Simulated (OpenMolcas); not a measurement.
## neutral nitrogen: CASPT2 settings compared

```json
{"Program": "OpenMolcas 26.06", "Basis": "ANO-RCC-VDZ [3s2p]", "Scalar Hamiltonian": "DKH3, point nucleus", "Active space": "3 electrons in 3 orbitals (2p)", "State averaging": "2S+1 = 4 odd, 1 root; 2S+1 = 2 odd, 8 roots", "Spin-orbit coupling": "state interaction with AMFI integrals over the reference wave functions, term energies averaged over their components"}
```

Methods on the same reference wave functions:
A. CASSCF
B. SS-CASPT2, IPEA 0.6 Eh, imaginary shift 0.2 Eh (closed shells correlated: 2s)
C. SS-CASPT2, IPEA 0.15 Eh, real shift 0.4 Eh (closed shells correlated: 1s 2s)
D. SS-CASPT2, IPEA 0.2 Eh, imaginary shift 0.15 Eh (closed shells correlated: 2s)

Energies in cm-1 above 2s2 2p3 4S* 3/2, the measured ground level; measured values from NIST Handbook of Basic Atomic Spectroscopic Data.

| Level | A | B | C | D | Measured |
| --- | --- | --- | --- | --- | --- |
| 2s2 2p3 4S* 3/2 | 0.0 | 0.0 | 0.0 | 0.0 | 0.0 |
| 2s2 2p3 2D* 3/2 | 23093 | 22340 | 22480 | 22430 | 19233 |
| 2s2 2p3 2D* 5/2 | 23093 | 22340 | 22480 | 22430 | 19224 |
| 2s2 2p3 2P* 1/2 | 38247 | 32140 | 31740 | 31620 | 28839 |
| 2s2 2p3 2P* 3/2 | 38248 | 32140 | 31740 | 31620 | 28839 |

Deviations, from unrounded energies. A percentage is the sum of absolute deviations over the sum of measured energies, with the sign that they share, or ± where signs differ.

```
                        Against measurement  Levels      A      B      C      D
             mean absolute deviation (cm-1)       4   6600   3200   3100   3000
other terms of the ground configuration (%)       4  +27.6  +13.3  +12.8  +12.4
```

C, D lie about equally close to measurement and A furthest from it. The largest miss of D in the table is 2s2 2p3 2D* 5/2, by +3200 cm-1. The ranking rests on the paired levels alone, and a cruder setting can come out closer through cancelling errors.

Among B to D the level of the table that moves most is 2s2 2p3 2P* 1/2, by 530 cm-1 (lowest in D, highest in B). Moves below CASPT2's spread within the term are not significant.

From A to B the spin-free energies of the other terms of 2s2 2p3 shown, above 4S*, scale by factors of 0.84 to 0.97.

The lowest spin-free term lies below A's lowest term by 0.029 hartree in B, 0.034 hartree in C, 0.033 hartree in D.

Term energies are means over components that CASPT2 splits; among the terms shown or strongly mixed into the levels shown the widest spread is 35 cm-1 (2s2 2p3 2D*, B). With the s shell closed, the reference lacks s² → p² mixing. Without dynamic correlation excited terms often stand tens of per cent too high (terms of higher spin than the ground term too low), and those without a measured partner can miss by more than the paired ones (holds for A). Some terms miss by over 15 % even with CASPT2, which points to a basis or an active space too small for the shells correlated (holds for B; C; D). Measured partners are found by configuration, term and J. A level has none where our copy of the source lacks it or the pairing is in doubt (some pairs that miss far off the trend of their configuration count as doubtful), and it then counts in no deviation. Only configurations of the active space appear.

* marks odd parity.
